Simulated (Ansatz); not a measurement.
This geometry of C3H7ClSi (12 atoms, charge 0, multiplicity 1) is a first-order saddle point.

Method: RKS PBE/6-31G (Ansatz 0.2.0).

```xyz
12
Properties=species:S:1:pos:R:3
Si -1.817 0.528 0.025
C -0.203 -0.267 -0.745
C 1.063 0.167 -0.056
C 1.869 -0.687 0.594
Cl 3.391 -0.148 1.439
H -2.470 1.480 -0.960
H -1.482 1.298 1.282
H -2.820 -0.551 0.374
H -0.179 0.023 -1.812
H -0.315 -1.364 -0.708
H 1.322 1.231 -0.090
H 1.719 -1.763 0.692
```

(1) Which two structures does it join? (They come from a converged band through this point; their orientation in space is the band's.)

(2) How far does it lie above each of them?

Answers

(1) No bond is made or broken. The dihedral H8–Si1–C2–C3 goes from 174 to -66°. The two ends are copies of one structure, up to a mirror image or an exchange of like atoms.

Initial state:

```xyz
12
Properties=species:S:1:pos:R:3
Si -1.785 0.508 0.064
C -0.263 -0.450 -0.683
C 1.045 0.130 -0.219
C 1.878 -0.504 0.621
Cl 3.441 0.236 1.195
H -1.655 1.988 -0.231
H -1.839 0.311 1.563
H -3.075 -0.002 -0.549
H -0.346 -0.392 -1.785
H -0.357 -1.514 -0.402
H 1.308 1.131 -0.585
H 1.726 -1.497 1.045
```

Final state:

```xyz
12
Properties=species:S:1:pos:R:3
Si -1.786 0.505 0.043
C -0.182 -0.186 -0.818
C 1.062 0.169 -0.048
C 1.805 -0.733 0.611
Cl 3.288 -0.271 1.563
H -2.998 0.261 -0.836
H -1.644 1.995 0.272
H -1.998 -0.176 1.377
H -0.144 0.240 -1.838
H -0.294 -1.280 -0.922
H 1.349 1.227 -0.022
H 1.621 -1.807 0.654
```

(2) 0.066 eV above the first and 0.066 eV above the second. This is the barrier of this one path; another mechanism may lie lower. Limits of this set-up: no polarisation functions.

Time of the run: 2.7 min on 1 CPU thread of a shared host.
